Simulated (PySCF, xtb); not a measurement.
C₂H₇NSi₂, SMILES [SiH3][C@H]1N=C[SiH2]1.

Harmonic wavenumbers (cm⁻¹) from xtb with GFN2-xTB at its own minimum, in rising order: 104, 136, 155, 294, 427, 471, 494, 525, 577, 589, 666, 736, 760, 771, 789, 793, 816, 877, 1010, 1053, 1154, 1196, 1605, 2230, 2246, 2270, 2279, 2286, 2919, 3032.

Problem. What does B3LYP-D3(BJ)/def2-SVP (PySCF 2.14.0) give at its own minimum? (The exact figures need the calculation; the answer reports its results.)

Solution. 128, 156, 159, 287, 478, 522, 545, 609, 642, 691, 774, 790, 836, 901, 929, 943, 951, 957, 972, 1055, 1191, 1265, 1609, 2202, 2215, 2216, 2224, 2231, 3057, 3126. Paired by order, the mean absolute difference is 65 cm⁻¹ and the zero-point energies are 47.6 and 49.5 kcal/mol.
